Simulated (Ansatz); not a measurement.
Basis sets compared for the cluster Si₂B₈ (the lowest singlet isomer of a short search). Charge 0, multiplicity 1. Geometry PBE-D4/def2-SVP. Ansatz on 4 threads of Arm Neoverse V1 on a shared host; times are rough, and most runs start from earlier orbitals.

Cartesian coordinates in Å:
```
B -0.495 -2.386 0.289
B 0.146 0.827 -0.079
B 1.139 -0.234 -0.946
B -1.292 0.266 1.075
B 0.212 2.444 -0.055
B -1.366 -1.334 1.056
B -0.906 1.802 0.833
B -0.098 -0.837 0.040
Si 1.611 1.652 -1.244
Si 1.048 -2.199 -0.970
```

The restricted singlet is unstable towards broken spin symmetry in Hartree–Fock (as tested in another run); at PBE-D4/def2-SVP, PBE-D4/def2-TZVP, PBE0-D4/def2-SVP, PBE0-D4/def2-TZVP this wasn't settled. The structure comes from a short search, and lower isomers may exist.

Binding counts from free atoms (B doublet, Si triplet) in the same basis, without a counterpoise term.

```csv
level,functions,energy (Eh),HOMO (eV),LUMO (eV),binding per atom (eV),wall time
PBE-D4/def2-SVP,148,-776.7054,-5.90,-4.56,4.91,1.9 s
PBE0-D4/def2-SVP,148,-776.7685,-6.57,-4.05,4.76,2.5 s
```

Q: Estimate the rows for PBE-D4/def2-TZVP (with forces), PBE0-D4/def2-TZVP.

A: 
| level | functions | energy (Eh) | HOMO (eV) | LUMO (eV) | binding per atom (eV) | wall time |
| --- | --- | --- | --- | --- | --- | --- |
| PBE-D4/def2-TZVP (with forces) | 322 | -777.1029 | -5.88 | -4.60 | 4.83 | 6 s |
| PBE0-D4/def2-TZVP | 322 | -777.1629 | -6.53 | -4.06 | 4.67 | 9 s |
